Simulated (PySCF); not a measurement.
**[Nd(H2O)8]3+ at several levels of theory**

Computed with PySCF 2.14.0 (density fitting, no spin-orbit coupling) at the geometry relaxed with BP86:

```xyz
25
[Nd(H2O)8]3+ (singlet in the valence; each metal's 4f electrons, 3 of them, lie in its core potential, out of spins and levels)
Nd    0.0000    0.0000    0.0008
O     2.1005    0.0029    1.3626
H     2.2986    0.5791    2.1346
H     2.9118   -0.5394    1.2434
O    -0.0029    2.1005    1.3626
H    -0.5791    2.2986    2.1346
H     0.5394    2.9118    1.2434
O    -2.1005   -0.0029    1.3626
H    -2.2986   -0.5791    2.1346
H    -2.9118    0.5394    1.2434
O     0.0029   -2.1005    1.3626
H     0.5791   -2.2986    2.1346
H    -0.5394   -2.9118    1.2434
O     1.4802    1.4885   -1.3629
H     2.4371    1.6805   -1.2436
H     1.2111    2.0356   -2.1344
O    -1.4885    1.4802   -1.3629
H    -1.6805    2.4371   -1.2436
H    -2.0356    1.2111   -2.1344
O    -1.4802   -1.4885   -1.3629
H    -2.4371   -1.6805   -1.2436
H    -1.2111   -2.0356   -2.1344
O     1.4885   -1.4802   -1.3629
H     1.6805   -2.4371   -1.2436
H     2.0356   -1.2111   -2.1344
```

| level | basis | state | HOMO (eV) | gap (eV) | charge on Nd1 (e) | population of f-type functions on Nd1 (polarisation alone where 4f lies in the core) | dipole about the centre of mass (D) | largest force component (eV/Å) |
| --- | --- | --- | --- | --- | --- | --- | --- | --- |
| BP86 | Nd lcecp-1-SVP with ECP49, O def2-SVP, H def2-SVP | singlet | -19.21 | 6.54 | 0.77 | 0.07 | 0.01 | 0.01 |
| M06-L | the same | singlet | -19.61 | 7.31 | 1.24 | 0.06 | 0.01 | 0.54 |
| BP86 | Nd lcecp-1-TZVP with ECP49, O def2-TZVP, H def2-TZVP | singlet | -19.40 | 6.59 | 1.84 | 0.09 | 0.01 | 0.29 |

In the lcecp rows the 4f levels are missing from HOMO and gap, and the state counts the valence alone.

Charges are Mulliken's, which hang on the basis. The relaxation used the grid (50, 194), these runs (75, 302) or, all-electron (x2c bases, spin-free X2C Hamiltonian), (99, 590).

**Question.** A further run in the first row's basis gives HOMO (eV) -20.69, gap (eV) 8.81, charge on Nd1 (e) 0.96, population of f-type functions on Nd1 (polarisation alone where 4f lies in the core) 0.06, dipole about the centre of mass (D) 0.01, largest force component (eV/Å) 0.44. Which level was it?
A. PBE0
B. B3LYP
C. TPSSh

**Answer.** B. The others give HOMO -21.02 eV (PBE0); -19.98 eV (TPSSh).

In the first row's basis the gap widens with exact exchange: 6.5 to 7.3 eV for BP86, M06-L (none); 8.0 to 9.4 eV for TPSSh, B3LYP, PBE0 (a fixed share).

An lcecp potential fixes the number of 4f electrons, so in runs with it no electron can move into or out of that shell.
